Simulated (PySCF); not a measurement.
Ga(Vi)(OMe)(NH2), SMILES [CH](=C)[Ga]([NH2])[O]C (PBE0/def2-SVP optimised geometry):

```
14

Ga    -0.526    -0.277     0.000
C      1.410    -0.277     0.000
C      2.092     0.876     0.006
H      1.976    -1.216    -0.004
H      3.189     0.905     0.008
H      1.583     1.846     0.011
O     -1.289     1.346     0.000
C     -2.659     1.584     0.015
H     -3.189     1.055     0.833
H     -2.846     2.663     0.160
H     -3.158     1.297    -0.933
N     -1.647    -1.698     0.009
H     -1.344    -2.663     0.019
H     -2.656    -1.621     0.004
```

Method: PBE0/def2-TZVP run with PySCF 2.14.0.

Task: What are the frontier orbital energies and the dipole moment?

Result: HOMO-2 -7.79 eV, HOMO-1 -7.52 eV, HOMO -7.17 eV, LUMO -0.78 eV, LUMO+1 0.30 eV; dipole moment 1.66 D.

On the same geometry PySCF with PBE/def2-TZVP gives HOMO-2 -6.28 eV, HOMO-1 -6.13 eV, HOMO -5.71 eV, LUMO -1.69 eV, LUMO+1 -0.59 eV; dipole moment 1.67 D.

Meta-Löwdin charges at PBE0/def2-TZVP: Ga1 0.79, C2 -0.33, C3 -0.20, H4 0.12, H5 0.12, H6 0.13, O7 -0.59, C8 -0.11, H9 0.08, H10 0.11, H11 0.09, N12 -0.69, H13 0.24, H14 0.23.
